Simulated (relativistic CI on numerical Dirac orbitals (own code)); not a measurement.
What each ingredient does to the levels of Pd13+

Base calculation: Dirac-Coulomb-Breit CI, orbitals from a KLI potential per configuration, a model potential for QED, unscaled Slater integrals.

Configurations in the expansion (outside the closed core [Ar] 3d10): 4s²4p³, 4s4p⁴, 4p⁵, 4s²4p²4d, 4s4p³4d, 4s²4p²4f, 4s4p³4f, 4p⁴4d, 4s4p²4d², 4s²4p²5s, 4s²4p4d4f, 4s²4p²5p, 4p⁴4f, 4p⁴5s, 4s4p³5s, 4s²4p²5d, 4s4p²4d5s, 4s4p³5p, 4s²4p4f5s, 4s²4p²5f, 4p³4d4f, 4s²4p²6s, 4s²4p²5g, 4s²4p²6p, 4s4p³5d, 4s4p²4f², 4s²4p²6d, 4s²4p4d², 4s²4d³, 4s4p4d³, 4s²4d²4f, 4s4p4d²4f, 4s²4d²5s, 4p³4d², 4p²4d³, 4p²4d²4f, 4p²4d²5s, 4s²4p4f², 4s²4d4f², 4s4p4d4f², 4s²4f³, 4s4p4f³, 4s²4f²5s, 4s²4p4d5s, 4s4p4d²5s, 4s²4d4f5s, 4s4p4d4f5s, 4s²4d5s², 4p³4f², 4p²4d4f², 4p²4f³, 4p²4f²5s, 4s4p²4d4f, 4s²4p5s², 4s4p4d5s², 4s²4f5s², 4s4p4f5s², 4p³4d5s, 4p²4d4f5s, 4p²4d5s², 4s4p²4f5s, 4s4p4f²5s. Double excitations out of closed p, d and f shells are left out; levels of such configurations are missing from the list, as are those of other unlisted configurations, and high levels can miss mixing partners. These lack a partner that the ground configuration has and come out too high: 4s²4p²5p, 4s²4p²5d, 4s4p³5p, 4s²4p²5f, 4s²4p²6s.

Variants: (1) configuration mixing switched off; (2) non-relativistic limit. Shifts of the energy above 4s²4p³ ⁴S°3/2, in cm⁻¹, for the lowest level and the first level of each name with at least 55 % of one term (blank where a level changes its place among those of its configuration and J or its character, or is not in the variant):

```
         Level    Base    Δ(1)    Δ(2)
 4s²4p³ ⁴S°3/2       0       0       0
 4s²4p³ ²D°3/2   40574   +2278   -3278
 4s²4p³ ²D°5/2   55611   +3044  -18316
 4s²4p³ ²P°1/2   81117   +5312  -18983
 4s²4p³ ²P°3/2  114081   +5243  -51947
   4s4p⁴ ⁴P5/2  303097  +10076  -39700
   4s4p⁴ ⁴P3/2  330816  +11618  -67419
   4s4p⁴ ⁴P1/2  336887  +11438  -73491
   4s4p⁴ ²D3/2  376755  +32780  -56441
   4s4p⁴ ²D5/2  387849  +31432  -67535
   4s4p⁴ ²P3/2  434976  +49346  -54828
4s²4p²4d ⁴F3/2  468256   -5419   -2642
4s²4p²4d ⁴F5/2  480378   -2794  -14765
4s²4p²4d ²F5/2  497756    -734        
4s²4p²4d ⁴F7/2  501562   -2466  -35949
4s²4p²4d ⁴D1/2  506454   -7010  -30095
4s²4p²4d ⁴D3/2  508159   -9397  -31800
4s²4p²4d ⁴F9/2  517253   -1881  -51640
4s²4p²4d ⁴P5/2  567591  -13071  -33130
4s²4p²4d ²G9/2  573096    +945  -59452
4s²4p²4d ²D3/2  583002    -117  -38341
4s²4p²4d ²D5/2  602214  -11772  -57553
```

At this charge energies of transitions that change n are usually good to better than 1 %, and those within a shell (Δn = 0) to a few per cent.

Ionisation energy from the two ground configurations alone: base 311.614 eV. The NIST ASD value (theoretical) is 311 eV.

LS names give the leading component of a level, which can be under half, so a name can repeat, a term be missing and a line seem to break the LS rules.
